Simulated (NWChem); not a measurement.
Molecule: thienothiophene (C6H4S2); SMILES c1cc2sccc2s1

Program: NWChem. Medium grid unless said otherwise, to which SCAN and Minnesota functionals are sensitive. All runs use the structure optimised with B3LYP/6-31G* (spherical d). Hybrids' shares of exact exchange are those that their runs print; pure functionals count as 0. The functionals differ in more than this share.

```csv
row,share of exact exchange,highest occupied level (eV)
PBE/def2-SVP,0.00,-5.32
MN15-L/def2-SVP,0.00,-5.60
B3LYP/def2-SVP,0.20,-6.04
PBE0/def2-SVP,0.25,-6.34
M06/def2-SVP,0.27,withheld
```

Problem. Fit a straight line of the last column on the one before it, predict the withheld value, and compare with the run.

Solution. 
1. Means of the 4 shown rows: x = 0.113, y = -5.825. Slope Σ(x − x̄)(y − ȳ)/Σ(x − x̄)² = -0.1718/0.05188 = -3.311; intercept -5.453.
2. The shown rows scatter about the line by 0.110 (root mean square); the largest residual is -0.15, at MN15-L/def2-SVP.
3. At x = 0.27 (M06/def2-SVP; beyond the shown range) the line gives -6.35.
4. The run gives -6.37, -0.02 from the line, 0.2 times the scatter.
